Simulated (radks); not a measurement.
The numbers below are computed, except where a source is named.
Removal energies from the bromine ion Br8+, [Ar] 3d9, by Delta-SCF beside the eigenvalue of the level emptied. Code: a radial shooting solver on a logarithmic mesh with Libxc functionals. Model: scalar-relativistic Kohn-Sham, BLYP, spin-polarised, spherical densities, finite nucleus; Fermi nuclear charge, rms radius of each element as measured or else 0.836 A^(1/3) + 0.57 fm. Open shells are filled with parallel spins first.

removed from	final configuration	Delta-SCF (eV)	-eigenvalue (eV)
3d	[Ar] 3d8	227.06	209.51
3p	[Ne] 3s2 3p5 3d9	334.32	316.84
3s	[Ne] 3s1 3p6 3d9	399.32	381.68
2p	[He] 2s2 2p5 3s2 3p6 3d9	1727.6	1681.1
